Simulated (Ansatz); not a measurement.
Spectroscopic constants of SrF, multiplicity 2 (the spin of the measured ground state). No spin–orbit coupling.

The constants come from a fifth-degree fit in 1/R (seven points, main isotopes). Runs in def2 and cc sets follow the lowest solution found near the PBE0 minimum.

Correlated levels freeze the inner cores; with def2 sets outer-core shells near the valence are correlated too.

Run with Ansatz (a first-principles code). Values without a source in brackets are computed. In def2 rows elements past Kr take small-core potentials, without spin–orbit coupling.

Quantity: r_e, from seven points a level.

Costs are ratios of core time to PBE/def2-TZVPP (roughly 7 s), for whole runs (searches for the state included, and forces where a run took them) on one shared machine, so rough; each error counts from the measured 2.0754 Å [microwave values compiled in ACS Omega 2, 8373 (2017)].

| level | basis functions | cost |
|---|---|---|
| SVWN5/def2-TZVPP | 71 | ×0.6 |
| PBE/def2-TZVPP | 71 | ×1 |
| PBE0/def2-TZVPP | 71 | ×1 |
| B3LYP/def2-TZVPP | 71 | ×1 |
| BHLYP/def2-TZVPP | 71 | ×1 |
| CAM-B3LYP/def2-TZVPP | 71 | ×1 |
| r2SCAN/def2-TZVPP | 71 | ×2 |
| B97M-V/def2-TZVPP | 71 | ×4 |
| wB97M-V/def2-TZVPP | 71 | ×4 |
| wB97X-V/def2-TZVPP | 71 | ×5 |
| CCSD(T)/def2-TZVPP | 71 | ×5 |
| CCSD(T)/def2-QZVPP | 120 | ×20 |

**Question.** What does the step from CCSD(T)/def2-TZVPP to CCSD(T)/def2-QZVPP cost and buy?

**Answer.** 71 to 120 functions, cost ×3 (rough); the error goes from 0.018 to 0.012 Å.

Each error (Å): SVWN5/def2-TZVPP -0.033; PBE/def2-TZVPP 0.001; PBE0/def2-TZVPP -0.007; B3LYP/def2-TZVPP 0.011; BHLYP/def2-TZVPP 0.006; CAM-B3LYP/def2-TZVPP 0.007; r2SCAN/def2-TZVPP -0.002; B97M-V/def2-TZVPP 0.001; wB97M-V/def2-TZVPP 0.010; wB97X-V/def2-TZVPP 0.010; CCSD(T)/def2-TZVPP 0.018; CCSD(T)/def2-QZVPP 0.012.
